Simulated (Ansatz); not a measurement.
`[GeH3][SnH3]` + `BNC` → `B[N](C)[GeH3]` + `[SnH4]` at 500 K and 1 bar (cleavage of the Ge–Sn bond).

Isolated molecules relaxed with PBE0-D4/def2-TZVP in Ansatz; ΔE leaves out vibrations. CCSD(T)/CBS adds triple-zeta CCSD(T) − MP2 to the extrapolated MP2 energy (def2 sets, frozen cores). def2 core potentials past Kr. For Ge, Sn outer-core shells are correlated without core-valence functions, which leaves a few kJ/mol of doubt a bond. Scalar relativity is left out up to krypton.

```
        species  CCSD(T)/CBS energy (Eh)  H − E (kJ/mol)  S (J/(mol·K))
 `[GeH3][SnH3]`              -2293.72326           152.3          373.4
          `BNC`               -121.18426           231.8          309.7
`B[N](C)[GeH3]`              -2198.49616           281.2          399.2
       `[SnH4]`               -216.39156            91.5          258.6
```

H − E and S are ideal-gas, rigid-rotor, harmonic terms from PBE0-D4/def2-TZVP. 1 Eh = 2625.50 kJ/mol, R = 8.31446 J/(mol·K).

Problem. By hand: ΔE, ΔH, ΔS and ΔG.

Solution. ΔE = (-2198.49616) + (-216.39156) − (-2293.72326) − (-121.18426) = 0.01980 Eh = 52.0 kJ/mol. Δ(H − E) = 281.2 + 91.5 − 152.3 − 231.8 = -11.4, so ΔH = 40.6 kJ/mol. ΔS = 399.2 + 258.6 − 373.4 − 309.7 = -25.3 J/(mol·K). ΔG = 40.6 − 500 × (-25.3)/1000 = 53.2 kJ/mol.

Problem. By hand: the equilibrium constant, and the temperature at which ΔG would vanish if ΔH and ΔS stayed fixed.

Solution. log₁₀ K = −ΔG/(RT ln 10) = -5.6. ΔH and −TΔS have one sign here, so there is no such temperature.

ΔH outweighs TΔS. A doubt of 5 kJ/mol in ΔE shifts log₁₀ K by 0.5 here. These are equilibria of isolated gas molecules and say nothing of rates. Largest T1 diagnostic: 0.013 (customary marks: 0.02 for closed shells, 0.045 for open ones).
